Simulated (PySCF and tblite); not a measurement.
Results of a calculation; reference values are marked as such.
System: C₄H₈OSe₂, numbered as in [CH2:1]=[C:2]([O:3][CH3:4])[Se:5][Se:6][CH3:7].

Level: revPBE/pcSseg-1 + D3(BJ) on GFN2-xTB stationary points, with GFN2-xTB thermal terms. Rate constants are transition-state-theory values, counting equivalent paths, without tunnelling. (PySCF 2.14 with density fitting, tblite 0.8.)

Spin–orbit effects of heavy atoms on shieldings are missing.

**Question.** Estimate the barrier and the room-temperature rate of the rotation about the Se5–Se6 bond (torsion C2–Se5–Se6–C7 from -88° to 88°, rising).

**Answer.** The electronic barrier is 6.5 kcal/mol and ΔG‡(298 K) 7.3 kcal/mol, over a C1 saddle with an imaginary mode of 64i cm⁻¹ (GFN2-xTB). With 2 equivalent paths, k is 5.7×10⁷ s⁻¹, a mean lifetime of the start of 18 ns against this motion.
